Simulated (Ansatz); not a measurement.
Reaction (ligand exchange at the Si–C bond): `C#CC(=O)[SiH3]` + HBr → `[SiH3]Br` + `C#CC=O`

Program: Ansatz. Geometries: PBE0-D4/def2-TZVP. ΔE: electronic, gas phase. CBS: MP2 limit from def2 TZ/QZ plus the TZ coupled-cluster correction, frozen cores. DFT in def2-TZVPP. B3LYP here is the variant with VWN-RPA as its local correlation; programs differ in this. For Br outer-core shells are correlated without core-valence functions, which leaves a few kJ/mol of doubt a bond. Scalar relativity is left out up to krypton.

```tsv
level	ΔE (kJ/mol)	difference from CCSD(T)/CBS
LDA (SPW92)	-93.9	14.6
revPBE-D4	-96.1	12.4
r2SCAN-D4	-105.3	3.2
PBE0-D4	-106.1	2.4
BHLYP-D4	-111.6	-3.1
CAM-B3LYP-D4	-103.7	4.8
ωB97X-V	-107.3	1.2
ωB97M-V	-107.4	1.1
PBE-QIDH	-112.3	-3.8
BLYP	-101.1	7.4
B3LYP	-106.9	1.6
BHLYP	-114.4	-5.9
CAM-B3LYP	-106.5	2.0
LC-ωPBE	-109.0	-0.5
MP2/def2-QZVPP	-112.5	-4.0
CCSD/CBS(def2)	-111.8	-3.3
CCSD(T)/CBS	-108.5	0
```

Largest T1 diagnostic among the species: 0.016.

The D4 term adds +4.4 kJ/mol with B3LYP and +2.6 kJ/mol with PBE0; it sums over pairs of atoms, weighted by their polarisabilities, and B3LYP, whose exchange is more repulsive, gets the larger term. Leaving LDA and LC-ωPBE aside and taking each functional with its dispersion term where it has one, the values, not all of them listed here, spread over 17.0 kJ/mol, from PBE-QIDH to BLYP-D4. LDA lies +7.2 kJ/mol from PBE without D4.
